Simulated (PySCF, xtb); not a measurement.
Be(I)(NMe2) (C₂H₆BeIN), SMILES C[N](C)[Be][I].

GFN2-xTB in xtb at its own geometry gives an orbital gap of 5.05 eV and a dipole moment of 5.63 D.

Coordinates come from a PBE0-D3(BJ)/def2-SVP optimisation. The structure was generated by enumeration; whether it is a known compound was not checked. The def2 effective core potentials stand for the cores of I; spin–orbit coupling is left out. One conformer was computed; it need not be the lowest.

### Question
What does ωB97X/def2-TZVP in PySCF give? (Estimate from the structure and the level; the computed values follow.)

### Answer
gap 10.20 eV (levels -8.82 and 1.38 eV), dipole 1.96 D.
